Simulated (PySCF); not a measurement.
**MS cations for M along group 12**

CCSD(T) with double-zeta basis sets in PySCF, for the lowest determinant that a PBE0 search found; no spin–orbit coupling. De refers to high-spin ground-configuration atoms (the charge goes to the atom of lower measured ionisation energy or higher electron affinity, which is not always the lowest computed limit).

```
 M     basis  reference, frozen orbitals  charged atom  state (unpaired electrons)  Re (Å)  ωe (cm⁻¹)  De (eV)
Zn  def2-SVP                     UHF, 10           Zn+               doublet (π ↑)   2.203        379     1.64
Hg  def2-SVP                     ROHF, 5            S+               doublet (π ↑)   2.389        291     1.11
```

Task: The row for M = Cd is missing. Estimate Re, ωe and De as the mean of the rows for Zn and Hg, and compare with the calculation.

Result: The means are 2.296 Å, 335 cm⁻¹ and 1.38 eV. ROHF-CCSD(T) in def2-SVP gives CdS⁺ as a doublet (π ↑) with Re = 2.387 Å, ωe = 318 cm⁻¹, De = 1.42 eV, so the estimate is off by -9.1 pm, +5 % and -0.05 eV.

Correlated steps freeze the inner cores (5 to 10 orbitals); shallow outer-core shells are correlated. UHF and ROHF references stand side by side, which adds small steps between rows. Correlated levels converge slowly with the basis: in double zeta they bind strong bonds too weakly, by up to about 1 eV, and carry superposition errors of some tenths. These are scalar-relativistic numbers at best; spin–orbit coupling would shift them, the dissociation energy most. For an ion De counts to the pair picked by the measured ionisation energies or electron affinities, which need not be the lowest pair at this level. States were picked by a PBE0 search and need not be the measured ground states.
